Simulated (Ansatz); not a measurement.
Relaxation of ClH5O4W (11 atoms, charge 0, multiplicity 1), to a largest force component of 0.03 eV/Å in at most 50 steps.

The calculation used RKS BHLYP-D4/def2-SVP (Ansatz).

```xyz
11
Properties=species:S:1:pos:R:3
W -0.700 -0.154 -0.236
H 1.845 0.816 0.835
O 2.365 0.130 0.366
H 2.810 -0.375 1.043
Cl -0.268 1.863 0.876
O -2.562 0.029 -0.115
H -2.952 0.002 0.768
O -0.551 -2.000 0.006
H -0.235 -2.587 0.686
O 0.489 0.121 -1.644
H 1.410 0.041 -1.346
```

Problem. Where does it end, and by what steps?

Solution. The forces met the threshold. The force dipped under the threshold on the way, but the program's further checks kept it going. After 36 steps the energy has fallen by 0.058 eV; H4 moved furthest, 1.43 Å.

| step | energy less start (eV) | largest force component (eV/Å) | accepted |
| --- | --- | --- | --- |
| 0 | 0.0000 | 0.676 | yes |
| 2 | -0.0089 | 1.055 | yes |
| 4 | -0.0289 | 0.215 | yes |
| 6 | -0.0364 | 0.111 | yes |
| 8 | -0.0395 | 0.215 | yes |
| 10 | -0.0414 | 0.139 | yes |
| 12 | -0.0424 | 0.019 | yes |
| 14 | -0.0432 | 0.076 | yes |
| 16 | -0.0448 | 0.150 | yes |
| 18 | -0.0460 | 0.059 | yes |
| 20 | -0.0443 | 0.239 | no |
| 22 | -0.0502 | 0.140 | yes |
| 24 | -0.0524 | 0.192 | yes |
| 26 | -0.0539 | 0.306 | yes |
| 28 | -0.0553 | 0.124 | yes |
| 30 | -0.0568 | 0.102 | yes |
| 32 | -0.0575 | 0.114 | yes |
| 34 | -0.0581 | 0.129 | yes |
| 36 | -0.0583 | 0.009 | yes |

```xyz
11
Properties=species:S:1:pos:R:3
W -0.862 -0.299 -0.187
H 2.179 0.855 0.968
O 2.667 0.195 0.470
H 3.510 0.593 0.261
Cl -0.248 1.560 1.096
O -2.669 0.195 -0.304
H -3.210 0.087 0.487
O -1.039 -2.149 -0.052
H -0.797 -2.835 0.564
O 0.632 -0.166 -1.275
H 1.487 -0.148 -0.790
```

Whether the end is a true minimum wasn't checked by a vibrational analysis.

Time of the run: 2.1 min on 4 threads of Arm Neoverse V1 (shared host), peak memory 0.35 GiB.
